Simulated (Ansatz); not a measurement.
Geometry optimisation of Sn₃⁻.

```yaml
crystal:
  periodic: [false, false, false]
  atoms:
    - {symbol: Sn, position_ang: [-0.767641, 0.643678, 1.352627]}
    - {symbol: Sn, position_ang: [-0.762950, -0.904905, -1.196808]}
    - {symbol: Sn, position_ang: [1.530591, 0.261237, -0.155819]}
basis:
  gaussian: {orbitals: def2-SVPD}
total_charge: -1
magnetization: {spin_polarized: true, initial_magnetization: 3}
hamiltonian: {xc: r2scan, dispersion: d4}
scf: {omitted_lower_state_checks: [starts]}
output: {orbitals: {seedname: orbitals}}
relax: {f_tol: 0.02, max_steps: 100}
```

```sh
$ ansatz run in.yaml --threads 4 --pin off --events-out ev --progress --plain --max-ram 3916MiB
```

It prints (some lines left out):

```
Functional definition: r2SCAN
mean field -17502.75549767 eV, -643.2144007456 hartree, gradient 6.5e-6 eV, S^2 3.879362; 0 other end points of the search recorded, 0 dependent functions left out
relax step   1: F+E_penalty+E_count = -17502.78410863 eV  Δ(F+E_penalty+E_count) = +0.000e0 eV  max|allowed force component| = 5.220e-1 eV/Å  Δτ_max = 0.0000 Å  (46 SCF iters, accepted)
mean field -17502.79651924 eV, -643.2159082604 hartree, gradient 5.8e-6 eV, S^2 3.918073; 0 other end points of the search recorded, 0 dependent functions left out
relax step   2: F+E_penalty+E_count = -17502.82513046 eV  Δ(F+E_penalty+E_count) = -4.102e-2 eV  max|allowed force component| = 1.407e-1 eV/Å  Δτ_max = 0.0725 Å  (50 SCF iters, accepted)
mean field -17502.79810942 eV, -643.2159666984 hartree, gradient 3.8e-6 eV, S^2 3.910036; 0 other end points of the search recorded, 0 dependent functions left out
relax step   3: F+E_penalty+E_count = -17502.82671974 eV  Δ(F+E_penalty+E_count) = -1.589e-3 eV  max|allowed force component| = 2.703e-2 eV/Å  Δτ_max = 0.0103 Å  (68 SCF iters, accepted)
mean field -17502.79816815 eV, -643.2159688568 hartree, gradient 4.2e-6 eV, S^2 3.908259; 0 other end points of the search recorded, 0 dependent functions left out
relax step   4: F+E_penalty+E_count = -17502.82677873 eV  Δ(F+E_penalty+E_count) = -5.900e-5 eV  max|allowed force component| = 1.415e-3 eV/Å  Δτ_max = 0.0030 Å  (52 SCF iters, accepted)
mean field -17502.79816815 eV, -643.2159688568 hartree, gradient 8.0e-6 eV, S^2 3.908259; 0 other end points of the search recorded, 0 dependent functions left out
Total energy: -17502.82679713 eV, -643.2170209525 hartree
Atom 0 at    -0.774445     0.677864     1.411471 Å, force    -0.000061     0.000846     0.001415 eV/Å
Atom 1 at    -0.769513    -0.941363    -1.254276 Å, force    -0.000037    -0.000856    -0.001394 eV/Å
Atom 2 at     1.543958     0.263509    -0.157195 Å, force     0.000098     0.000010    -0.000021 eV/Å
Dipole moment:     0.083629     0.014274    -0.008512 e Å
Checks for a lower state left out: starts
```

Run time 7 s (4 threads of AMD EPYC 9R45 on a shared host).

In the def2 sets Sn takes a core potential; there is no spin–orbit coupling. The charge -1 quartet is spin-contaminated (final ⟨S²⟩ up to 3.91, 3.75 for a pure state). The highest occupied level of the charge -1 quartet lies above zero (up to 0.77 eV). It is a level of α spin, whose loss leaves a triplet; that state wasn't run at this geometry and level. The electron is either unbound and held by the finite basis, or the level is raised by self-interaction error. At r2SCAN-D4/def2-SVPD a doublet of charge -1 lies 0.98 eV below the quartet, each at its own geometry. The structure comes from a short search, and lower isomers may exist.
